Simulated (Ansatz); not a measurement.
Ideal-gas functions of F₂H₂N₂W, SMILES `[NH]=[W](=[NH])([F])[F]` at 500 K and 1 bar, from an Ansatz frequency run at PBE0-D4/def2-TZVP.

Molar mass 251.87 g/mol, point group C2v (symmetry number 2), electronic degeneracy 1, moments of inertia 137.596, 158.612, 167.147 u Å². Harmonic wavenumbers (cm⁻¹, unscaled): 178, 234, 248, 267, 306, 430, 592, 609, 677, 689, 722, 1010, 1058, 3659, 3663.

Use S(trans) = R[1.5 ln M + 2.5 ln T − 1.1517]; rotational temperatures θ = 24.2544 K / I; S(rot) = R[ln(√π/σ · √(T³/θAθBθC)) + 1.5]; for each mode x = 1.438777 ν̃/T, S = R[x/(eˣ − 1) − ln(1 − e⁻ˣ)] and H = RT x/(eˣ − 1); 1 cm⁻¹ = 0.0119627 kJ/mol; R = 8.31446 J/(mol·K).

By hand: the entropy, in J/(mol·K).

Translation 188.6. Rotation: θ = 0.1763, 0.1529, 0.1451 K, giving 112.0. Vibration, mode by mode: 13.97, 11.76, 11.29, 10.71, 9.64, 7.05, 4.82, 4.64, 3.97, 3.86, 3.59, 1.87, 1.67, 0.00, 0.00, in all 88.8. Electronic 0.0. Sum 389.4 J/(mol·K).

By hand: H − E and G − E in kJ/mol, counted from the electronic energy.

Zero-point energy ½ × 14342 × 0.0119627 = 85.8; thermal vibration 24.7; translation, rotation and pV give 4 RT = 16.6. H − E = 127.1 kJ/mol, and G − E = 127.1 − 500 × 389.4/1000 = -67.6 kJ/mol.

Vibration gives 23 % of the entropy. The sum counts one conformer and one mirror image; others add a mixing term.
